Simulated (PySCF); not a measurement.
Removal energies of As²³⁺ from EOM-IP-GCCSD

Reference: closed-shell As²³⁺, [Ne]; one electron is removed. Calculated with PySCF 2.14, two-component X2C-1e with screened spin-orbit coupling, an uncontracted even-tempered set (18 s from 1.5 bohr⁻², ratio 2.6; 12 p from 2 bohr⁻², ratio 2.6; 6 d from 2 bohr⁻², ratio 2.8; 3 f from 56 bohr⁻², ratio 2.8); frozen 1s2; the 50 highest virtual spinors dropped; of the others 44 kept and the rest restored at second order. No Breit or QED terms. Binding energies in eV.

```tsv
level	Koopmans	second order	EOM-CCSD
2s1/2	2558.7	2555.6	2555.7
2p1/2	2396.3	2394.2	2394.3
2p3/2	2357.6	2355.7	2355.8
```

For comparison, the ionisation energy of As²³⁺ is 2356.9 ± 1.4 eV (semi-empirical (NIST evaluation); NIST Atomic Spectra Database, ionization energies).
